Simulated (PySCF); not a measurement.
## Excitation energies in several basis sets

Compound: 1,2-dichloro-1,1,2,2-tetrafluoroethane, C2Cl2F4.
Bonds: F1–C2, C2–F3, C2–Cl4, C2–C5, C5–F6, C5–F7, C5–Cl8.

TDDFT with PBE0 (PySCF), vertical singlets, core orbitals frozen in the response, spherical d and f functions. One conformer (not necessarily the lowest) at the PBE0-D3(BJ)/def2-SVP geometry, without solvent, vibrations or thermal averaging.

```
      basis  functions  diffuse  S1 (eV)  S2 (eV)  S3 (eV)  S4 (eV)  S5 (eV)  LUMO (eV)  α (au)
     6-31G*        120       no     7.98     8.12     8.18     8.21     8.86       0.05    41.0
   def2-SVP        120       no     8.34     8.48     8.56     8.58     9.23       0.39    38.5
    6-31+G*        152      yes     7.74     7.88     7.95     7.98     8.66      -0.49    50.0
  def2-SVPD        186      yes     7.73     7.88     7.97     7.99     8.68      -0.53    55.7
aug-cc-pVDZ        192      yes     7.76     7.90     7.96     7.99     8.68      -0.42    55.5
  def2-TZVP        260       no     7.83     7.96     8.02     8.05     8.77      -0.20    49.7
```

Task: Compare the sets with the largest diffuse one.

Result: States are compared by their number. Against the largest diffuse basis here (aug-cc-pVDZ, itself not a converged limit), sets without diffuse functions differ by up to 0.58 eV in S1 and 0.56 eV in S5; the smaller diffuse sets differ by up to 0.03 and 0.02 eV. State by state, the largest deviation of a set without diffuse functions is S1 0.58, S2 0.58, S3 0.60, S4 0.59, S5 0.56 eV. The same number needn't mean the same state in each row. Against aug-cc-pVDZ the polarisability deviates by -26% in 6-31G*, -31% in def2-SVP, -10% in 6-31+G*, 0% in def2-SVPD, -11% in def2-TZVP.
